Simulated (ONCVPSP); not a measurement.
## tin (Sn): one change to an ONCV potential, before and after

tin, optimised norm-conserving Vanderbilt (ONCV), made with ONCVPSP 4.0.1 (Wu-Cohen, scalar-relativistic). Core [Ar] 3d10 4s2, reference 4p6 4d10 5s2 5p2. Waves: 5s: rc 1.90 bohr, ncon 4, nbas 9, qcut 3.3 1/bohr, 2 projectors, debl 3.1 Ha; 4p+5p: rc 1.25 bohr, ncon 4, nbas 8, qcut 9.5 1/bohr, 2 projectors; 4d: rc 1.00 bohr, ncon 4, nbas 8, qcut 8.3 1/bohr, 2 projectors, debl 2.8 Ha. Local part: polynomial inside 0.60 bohr (lpopt 2, dvloc0 2 Ha). Core correction: Teter function, fcfact 5, rcfact 1.6.

Change: s: rc 2.74.

Cutoffs: the cutoffs (Ha) at which the residual kinetic energy of the hardest occupied pseudo-wave falls to 1 and 0.1 mHa per electron; they do not see the model core or the augmentation charge, which bear on the density cutoff. Errors are all-electron minus pseudo energies relative to the spin-unpolarised reference configuration.

Problem. How do hardness, ghosts and transferability respond?

Solution. The potential gets neither clearly harder nor softer (84 Ha and 221 Ha → 84 Ha and 221 Ha); both files keep a bound ghost (s); of the 4 tests that both files solve, the error grows in 1 and shrinks in 3 by more than 15 % and 0.3 meV (median size 9.3 → 14.2 meV).

| quantity | base | changed |
| --- | --- | --- |
| cutoff, loose | 84 Ha | 84 Ha |
| cutoff, tight | 221 Ha | 221 Ha |
| loose cutoff by channel | s 6.6 Ha, p 29 Ha, d 84 Ha | s 4.2 Ha, p 29 Ha, d 84 Ha |
| bound ghosts | s | s |
| GHOST(+) flags under 300 eV | s at 108.5 eV | s at 87.9 eV |
| error for 4p6 4d10 5s2 5p1, meV [ΔE 6.90 eV] | -1.5 | -1.0 |
| error for 4p6 4d10 5s2 5p0, meV [ΔE 20.89 eV] | -5.9 | -1.2 |
| error for 4p6 4d10 5s1 5p0, meV [ΔE 51.94 eV] | -13 | -40 |
| error for 4p6 4d9 5s2 5p2, meV [ΔE 32.64 eV] | -38 | +27 |
| p: phases at 1.27 bohr within 0.05 rad from the reference energy up to (Ha; the scan ends near 5) | to the end of the scan | to the end of the scan |
| d: phases at 1.01 bohr within 0.05 rad from the reference energy up to (Ha; the scan ends near 5) | to the end of the scan | to the end of the scan |
| rms error of d²Exc/dni dnj with the model core, mHa | 0.79 | 0.93 |

 A true bound ghost makes a file unfit for plane-wave use even where its test errors are small: the radial tests pick states by their node count and pass the ghost by.
